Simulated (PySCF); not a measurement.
**Ionisation energy of Ti by level of theory**

Ti [Ar] 3d2 4s2 [3d3/2^2, M_J = 2] → Ti⁺ [Ar] 3d2 4s1 [3d3/2^2 4s1/2^1, M_J = 3/2], as a difference of total energies. Computed with PySCF 2.14 in x2c-TZVPPall-2c (6s7p4d2f1g, 70 functions), with the two-component X2C-1e Hamiltonian. Correlated levels: [Ne] frozen; the 6 highest virtual spinors dropped. "Screened" scales the spin-orbit matrix elements by Boettger's factors to mimic the two-electron term; Breit and QED terms are absent.

```tsv
method	ionisation energy (eV)	error (eV)
GHF (spin-free)	5.565	-1.263
GMP2 (spin-free)	6.572	-0.256
GHF (screened spin-orbit)	5.564	-1.264
GMP2 (screened spin-orbit)	6.572	-0.256
```

Reference: 6.828 eV (measured; NIST Atomic Spectra Database, ionization energies).

Errors of the correlated levels include the incompleteness of this basis and the frozen core.

The labels give the starting determinants; with spin-orbit coupling the two ends relaxed to ⟨J²⟩ = 7.87, ⟨L²⟩ = 12.01, ⟨S²⟩ = 2.01 and ⟨J²⟩ = 6.65, ⟨L²⟩ = 12.00, ⟨S²⟩ = 3.75.

MP2 underrates the near-degeneracy of ns² with np² in the lower species.

The determinant of Ti and of Ti⁺ mixes levels of different J (the jj label is only the starting occupation), so the difference between spin-free and spin-orbit rows is not the physical spin-orbit shift.
